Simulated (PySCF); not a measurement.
H₃BCl₂Si, singlet, at a GFN2-xTB geometry. Base run: B3LYP/6-31G*, polarisability (PySCF).

Here is a job for PySCF.
```python
from pyscf import gto, scf, dft
from pyscf.prop import polarizability

mol = gto.M(
    atom='''
B     0.048480   -0.044417    0.051353
Cl    1.684264   -0.281846   -0.437078
Cl   -0.435484   -0.826960    1.507748
Si   -1.203551    1.068325   -1.031479
H    -2.488235    1.282862   -0.361996
H    -1.492718    0.443300   -2.326564
H    -0.640988    2.389082   -1.328900
''',
    basis='6-31g*',
    charge=0,
    spin=0,
    verbose=3,
)

mf = dft.RKS(mol)
mf.xc = 'b3lyp'
mf.kernel()
alpha = mf.Polarizability().polarizability()[2, 2]
print('alpha_zz =', alpha)
```

The base run was repeated with changes; each row names its change, and settings that it needs were set with it.

```json
[
 {"change": "base", "alpha_zz (bohr³)": "56.20", "basis functions": "74", "core-seconds (rough)": "10"},
 {"change": "finite field (a.u.) = 0.05; conv_tol = 1e-11", "alpha_zz (bohr³)": "56.97", "basis functions": "74", "core-seconds (rough)": "10"},
 {"change": "basis = STO-3G", "alpha_zz (bohr³)": "28.04", "basis functions": "35", "core-seconds (rough)": "4"},
 {"change": "basis = 6-31+G*", "alpha_zz (bohr³)": "63.71", "basis functions": "90", "core-seconds (rough)": "10"},
 {"change": "functional = camb3lyp", "alpha_zz (bohr³)": "54.95", "basis functions": "74", "core-seconds (rough)": "20"},
 {"change": "finite field (a.u.) = 2e-4; conv_tol = 1e-6", "alpha_zz (bohr³)": "56.55", "basis functions": "74", "core-seconds (rough)": "8"},
 {"change": "functional = hf", "alpha_zz (bohr³)": "___", "basis functions": "74", "core-seconds (rough)": "1"},
 {"change": "functional = pbe0", "alpha_zz (bohr³)": "56.39", "basis functions": "74", "core-seconds (rough)": "10"},
 {"change": "finite field (a.u.) = 0.02; conv_tol = 1e-11", "alpha_zz (bohr³)": "56.32", "basis functions": "74", "core-seconds (rough)": "10"},
 {"change": "finite field (a.u.) = 2e-4; conv_tol = 1e-11", "alpha_zz (bohr³)": "56.20", "basis functions": "74", "core-seconds (rough)": "9"},
 {"change": "functional = pbe", "alpha_zz (bohr³)": "58.63", "basis functions": "74", "core-seconds (rough)": "10"},
 {"change": "basis = 6-31G", "alpha_zz (bohr³)": "___", "basis functions": "___", "core-seconds (rough)": "6"}
]
```

Q: Fill in the missing entries.

A: 
- functional = hf, alpha_zz (bohr³): 51.05
- basis = 6-31G, alpha_zz (bohr³): 54.21
- basis = 6-31G, basis functions: 54

Finite-field rows take the second difference of the energy in a field along z; a small field with loose convergence shows SCF noise divided by the square of the field, and a large one adds hyperpolarisability.
